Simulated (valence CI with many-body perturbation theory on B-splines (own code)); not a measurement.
Au30+: M1 decay

Computed by configuration interaction combined with many-body perturbation theory (CI+MBPT): three valence electrons over a frozen Dirac-Fock core [Kr] 4d10, radial functions for each j: 8 s, 8 p, 9 d, 9 f, 6 g, 3 h, 2 i, with the one-electron correlation potential Σ1, the two-electron term Σ2, the three-electron term Σ3, Breit, model QED; selected CI, second order for the rest, scaled by the run's own slope (own B-spline code, finite nucleus).

No measured spectrum was set against this ion. As an estimate, large intervals hold to a few tenths of a per cent, small ones and those within an open d or f shell to about a per cent. Core correlation moves these levels by up to 50000 cm⁻¹, and in measured spectra 5 to 20 % of such shifts remained as error; rates that hang on mixing are uncertain with them. The list stops below the first excitations out of the core.

Lines 1 to 50 of 120 in falling wavelength, among levels below 184.40 eV, chosen from the decays that carry over 1 % of a level's rate. Wavelengths and rates use the calculated energies. Weak lines are less certain than strong ones. Lines between different terms over intervals too small for the method are left out, as are lines whose strength nearly cancels.

Levels are named by their leading jj configuration (3d3/2^4 stands for four electrons in 3d with j = 3/2), which in mixed levels can hold well under half, so a name can repeat and another be missing. Letters in brackets count levels of one name in rising energy.

| λ vac (nm) | Upper | Lower | Type | A (s⁻¹) | Branch % |
| --- | --- | --- | --- | --- | --- |
| 855.9 | (4f5/2^2 4f7/2) J=5/2 [a] | (4f5/2^3) J=5/2 | M1 | 1.55e+01 | 3.0 |
| 841.5 | (4f5/2^2 4f7/2) J=3/2 [a] | (4f5/2^3) J=5/2 | M1 | 8.48e+00 | 1.6 |
| 823.8 | (4f5/2 4f7/2^2) J=9/2 [a] | (4f5/2^2 4f7/2) J=7/2 [b] | M1 | 2.01e+01 | 1.6 |
| 772.2 | (4f5/2^2 4f7/2) J=7/2 [a] | (4f5/2^3) J=5/2 | M1 | 3.92e+00 | 1.6 |
| 704.4 | (4f5/2^2 4f7/2) J=7/2 [b] | (4f5/2^2 4f7/2) J=7/2 [a] | M1 | 9.87e+00 | 1.3 |
| 695.4 | (4f5/2^2 4f7/2) J=7/2 [a] | (4f5/2^2 4f7/2) J=9/2 | M1 | 3.57e+01 | 14.2 |
| 646.7 | (4f5/2^2 4f7/2) J=7/2 [b] | (4f5/2^2 4f7/2) J=5/2 [a] | M1 | 8.26e+00 | 1.1 |
| 632.8 | (4f5/2 4f7/2^2) J=3/2 [a] | (4f5/2^2 4f7/2) J=5/2 [b] | M1 | 6.31e+01 | 3.7 |
| 578.7 | (4f5/2^2 4f7/2) J=15/2 [b] | (4f5/2 4f7/2^2) J=13/2 [a] | M1 | 3.53e+01 | 2.2 |
| 571.4 | (4f5/2 4f7/2^2) J=11/2 | (4f5/2^2 4f7/2) J=11/2 [c] | M1 | 2.38e+01 | 1.7 |
| 568.5 | (4f5/2 4f7/2^2) J=7/2 [b] | (4f5/2 4f7/2^2) J=5/2 [a] | M1 | 1.22e+01 | 1.2 |
| 518.9 | (4f5/2 4f7/2^2) J=1/2 | (4f5/2 4f7/2^2) J=3/2 [a] | M1 | 1.38e+02 | 11.6 |
| 512.5 | (4f5/2 4f7/2^2) J=5/2 [a] | (4f5/2 4f7/2^2) J=7/2 [a] | M1 | 1.89e+01 | 1.0 |
| 505.4 | (4f7/2^3) J=9/2 | (4f5/2 4f7/2^2) J=9/2 [c] | M1 | 4.34e+01 | 1.4 |
| 504.4 | (4f5/2^2 4f7/2) J=15/2 [a] | (4f5/2^2 4f7/2) J=13/2 | M1 | 1.80e+02 | 100.0 |
| 480.1 | (4f5/2^3) J=5/2 | (4f5/2^3) J=3/2 | M1 | 9.37e+01 | 99.5 |
| 443.4 | (4f5/2^2 4f7/2) J=5/2 [b] | (4f5/2^2 4f7/2) J=7/2 [b] | M1 | 5.11e+01 | 4.4 |
| 408.1 | (4f5/2^2 4f7/2) J=11/2 [c] | (4f5/2 4f7/2^2) J=13/2 [a] | M1 | 1.45e+01 | 1.5 |
| 391.0 | (4f5/2^2 4f7/2) J=13/2 | (4f5/2^2 4f7/2) J=11/2 [a] | M1 | 6.29e+02 | 100.0 |
| 382.3 | (4f5/2 4f7/2^2) J=7/2 [a] | (4f5/2^2 4f7/2) J=7/2 [b] | M1 | 2.89e+01 | 1.4 |
| 381.9 | (4f5/2^2 4f7/2) J=9/2 | (4f5/2^2 4f7/2) J=11/2 [a] | M1 | 9.48e+01 | 6.6 |
| 380.7 | (4f5/2 4f7/2^2) J=9/2 [b] | (4f5/2^2 4f7/2) J=7/2 [b] | M1 | 3.68e+02 | 19.5 |
| 379.7 | (4f5/2 4f7/2^2) J=9/2 [a] | (4f5/2^2 4f7/2) J=7/2 [a] | M1 | 1.11e+02 | 9.1 |
| 378.7 | (4f5/2 4f7/2^2) J=11/2 | (4f5/2 4f7/2^2) J=9/2 [b] | M1 | 2.81e+02 | 20.1 |
| 368.4 | (4f5/2^2 4f7/2) J=7/2 [b] | (4f5/2^3) J=5/2 | M1 | 6.45e+02 | 84.0 |
| 355.0 | (4f5/2 4f7/2^2) J=9/2 [c] | (4f5/2 4f7/2^2) J=7/2 [a] | M1 | 8.12e+01 | 4.0 |
| 349.9 | (4f5/2^2 4f7/2) J=7/2 [b] | (4f5/2^2 4f7/2) J=9/2 | M1 | 2.07e+01 | 2.7 |
| 349.6 | (4f5/2 4f7/2^2) J=5/2 [a] | (4f5/2^2 4f7/2) J=3/2 [b] | M1 | 1.83e+02 | 10.1 |
| 347.3 | (4f5/2 4f7/2^2) J=13/2 [b] | (4f5/2^2 4f7/2) J=11/2 [c] | M1 | 7.72e+01 | 7.5 |
| 309.3 | (4f5/2^2 4f7/2) J=3/2 [b] | (4f5/2^2 4f7/2) J=3/2 [a] | M1 | 5.47e+02 | 46.8 |
| 307.6 | (4f5/2^2 4f7/2) J=5/2 [a] | (4f5/2^3) J=3/2 | M1 | 5.04e+02 | 96.9 |
| 307.4 | (4f5/2^2 4f7/2) J=3/2 [b] | (4f5/2^2 4f7/2) J=5/2 [a] | M1 | 6.08e+01 | 5.2 |
| 305.7 | (4f5/2^2 4f7/2) J=3/2 [a] | (4f5/2^3) J=3/2 | M1 | 5.16e+02 | 98.4 |
| 303.5 | (4f5/2^2 4f7/2) J=1/2 | (4f5/2^2 4f7/2) J=3/2 [a] | M1 | 1.80e+02 | 16.7 |
| 290.2 | (4f5/2^2 4f7/2) J=11/2 [a] | (4f5/2^3) J=9/2 | M1 | 1.45e+03 | 100.0 |
| 270.3 | (4f5/2 4f7/2^2) J=7/2 [b] | (4f5/2 4f7/2^2) J=9/2 [b] | M1 | 2.87e+01 | 2.8 |
| 269.5 | (4f5/2 4f7/2^2) J=7/2 [b] | (4f5/2 4f7/2^2) J=7/2 [a] | M1 | 2.71e+01 | 2.6 |
| 268.1 | (4f5/2^2 4f7/2) J=15/2 [b] | (4f5/2^2 4f7/2) J=15/2 [a] | M1 | 6.12e+02 | 37.9 |
| 263.0 | (4f5/2^2 4f7/2) J=5/2 [b] | (4f5/2^2 4f7/2) J=5/2 [a] | M1 | 1.40e+02 | 12.1 |
| 256.8 | (4f7/2^3) J=9/2 | (4f5/2^2 4f7/2) J=11/2 [c] | M1 | 1.66e+02 | 5.5 |
| 250.9 | (4f5/2 4f7/2^2) J=13/2 [a] | (4f5/2^2 4f7/2) J=13/2 | M1 | 3.17e+02 | 12.6 |
| 250.4 | (4f5/2 4f7/2^2) J=1/2 | (4f5/2^2 4f7/2) J=1/2 | M1 | 1.43e+02 | 12.0 |
| 247.8 | (4f5/2 4f7/2^2) J=7/2 [a] | (4f5/2^2 4f7/2) J=7/2 [a] | M1 | 5.29e+02 | 26.0 |
| 247.3 | (4f5/2 4f7/2^2) J=11/2 | (4f5/2^2 4f7/2) J=11/2 [b] | M1 | 7.57e+02 | 54.1 |
| 247.1 | (4f5/2 4f7/2^2) J=9/2 [b] | (4f5/2^2 4f7/2) J=7/2 [a] | M1 | 3.55e+02 | 18.8 |
| 246.7 | (4f5/2 4f7/2^2) J=11/2 | (4f5/2 4f7/2^2) J=9/2 [a] | M1 | 3.69e+01 | 2.6 |
| 246.5 | (4f5/2 4f7/2^2) J=1/2 | (4f5/2^2 4f7/2) J=3/2 [b] | M1 | 7.01e+02 | 58.8 |
| 245.7 | (4f5/2 4f7/2^2) J=7/2 [b] | (4f5/2^2 4f7/2) J=5/2 [b] | M1 | 7.93e+02 | 75.8 |
| 245.6 | (4f5/2 4f7/2^2) J=9/2 [a] | (4f5/2^2 4f7/2) J=9/2 | M1 | 7.81e+02 | 63.8 |
| 245.6 | (4f5/2 4f7/2^2) J=17/2 | (4f5/2^2 4f7/2) J=15/2 [b] | M1 | 4.50e+02 | 49.5 |
